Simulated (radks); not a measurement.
All-electron atom: Co III in [Ar] 3d7. All-electron calculation, Dirac Kohn-Sham, LB94 model potential, spin-unpolarised, spherical densities, finite nucleus; open shells fill j = l - 1/2 first; Fermi nuclear charge, rms radius 3.7875 fm. Program: a radial shooting solver on a logarithmic mesh with Libxc functionals.

Normalised radial functions P(r) = r R(r) (large component), r in bohr:

r,2p1/2,2p3/2,3p1/2
0.003852,0.0115,0.0086,0.0043
0.004897,0.0174,0.0136,0.0065
0.006225,0.0264,0.0216,0.0099
0.007978,0.0407,0.0345,0.0152
0.01014,0.0620,0.0541,0.0231
0.01289,0.0941,0.0841,0.0351
0.01652,0.1441,0.1312,0.0537
0.021,0.2155,0.1994,0.0803
0.0267,0.3182,0.2984,0.1183
0.03394,0.4617,0.4377,0.1712
0.04349,0.6619,0.6337,0.2442
0.05529,0.9102,0.8786,0.3330
0.07029,1.2052,1.1719,0.4347
0.09007,1.5328,1.5007,0.5385
0.1145,1.8230,1.7960,0.6108
0.1456,2.0180,2.0004,0.6165
0.1851,2.0455,2.0402,0.5117
0.2371,1.8497,1.8574,0.2536
0.3015,1.4616,1.4780,-0.1331
0.3832,0.9743,0.9930,-0.5822
0.4911,0.5144,0.5292,-0.9800
0.6243,0.2144,0.2230,-1.1771
0.7936,0.0656,0.0691,-1.1356
1.009,0.0137,0.0147,-0.9008
1.293,0.0017,0.0018,-0.5759
1.644,0.0001,0.0001,-0.2986
2.089,0.0000,0.0000,-0.1191
2.677,0.0000,0.0000,-0.0327
3.404,0.0000,0.0000,-0.0062

2p1/2: eigenvalue -823.36 eV, 0 radial nodes, <r> = 0.222 bohr, 90 % of the charge inside 0.363 bohr. 2p3/2: eigenvalue -808.24 eV, 0 radial nodes, <r> = 0.225 bohr, 90 % of the charge inside 0.367 bohr. 3p1/2: eigenvalue -94.372 eV, 1 radial node at r = 0.280 bohr, <r> = 0.812 bohr, 90 % of the charge inside 1.26 bohr.
